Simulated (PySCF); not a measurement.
# Reading the logs of faulty runs: B2H4NO cation

Calculated results; nothing here was measured. They come from PySCF 2.14.0, an open-source quantum chemistry program, on an isolated molecule that a program drew, which may never have been made. The molecule is B2H4NO cation (charge +1, singlet), drawn as the SMILES string `NB[B+]O`.

Each row is a Hartree-Fock (HF) and frozen-core CCSD(T) single point in the cc-pVDZ basis, meant for a local HF minimum. Run 1 is clean. Each other run has one planted mistake out of seven kinds, and not every kind appears here: one electron removed, one electron added, multiplicity raised by two, geometry at a saddle point, minimal basis STO-3G, one bond length entered in bohr, all coordinates scaled. The reference is restricted for singlets and unrestricted otherwise, and also for a bond in bohr. Adding or removing an electron swaps singlet and doublet. Electrons count all cores. HOMO and LUMO are orbital energies over both spins, the gradient is its largest component, and the lowest frequency (negative if imaginary) is given only where the gradient is small. Bond lengths are over the 7 bonds as drawn. T1 is the CCSD diagnostic: over 0.02 (restricted) or 0.045 (unrestricted) a single reference is doubtful.

Geometry of the clean run:
```xyz
8
B2H4NO cation, angstrom
N     1.0686   -1.3655   -0.4961
B     0.6630   -0.5532    0.5196
B     0.7141    1.1680    0.3093
O     0.7554    2.3932    0.1469
H     1.4081   -1.0703   -1.3900
H     1.0476   -2.3639   -0.3964
H     0.2631   -0.9281    1.5741
H     0.5693    3.2157    0.5923
```

| run | electrons | basis functions | <S^2> | HOMO (eV) | LUMO (eV) | gradient (hartree/bohr) | lowest frequency (cm^-1) | mean bond (Å) | longest bond (Å) | T1 | HF (hartree) | CCSD(T) (hartree) | mistake |
|---|---|---|---|---|---|---|---|---|---|---|---|---|---|
| 1 | 28 | 76 | 0.000 | -17.24 | -3.62 | 2.6e-06 | 129 | 1.2115 | 1.735 | 0.0184 | -180.84440 | -181.38749 | no fault |
| 2 | 28 | 76 | 0.000 | -16.81 | -3.84 | 5.3e-02 | - | 1.2708 | 1.820 | 0.0211 | -180.82602 | -181.37936 | all coordinates scaled |
| 3 | 28 | 76 | 0.000 | -14.88 | -4.51 | 5.9e-02 | - | 1.4320 | 3.278 | 0.0197 | -180.73452 | -181.27343 | one bond length entered in bohr |
| 4 | 29 | 76 | 0.760 | -5.10 | 3.49 | 1.3e-01 | - | 1.2115 | 1.735 | 0.0166 | -181.00377 | -181.55497 | one electron added |
| 5 | 28 | 24 | 0.000 | -15.99 | -0.53 | 5.3e-02 | - | 1.2115 | 1.735 | 0.0258 | -178.53685 | -178.76338 | ? |

**Which mistake was planted in run 5, and what did it cost?**

It has 24 basis functions where the clean run has 76, with the same electrons and geometry. So the mistake is: minimal basis STO-3G. Subtracting run 1 and multiplying by 627.51 kcal/mol a hartree, the energy moved by 1448.0 kcal/mol in HF and 1646.7 kcal/mol in CCSD(T).

Cautions from the logs. Run 2: T1 is over the limit, so its CCSD(T) energy is less reliable; run 5: T1 is over the limit, so its CCSD(T) energy is less reliable.
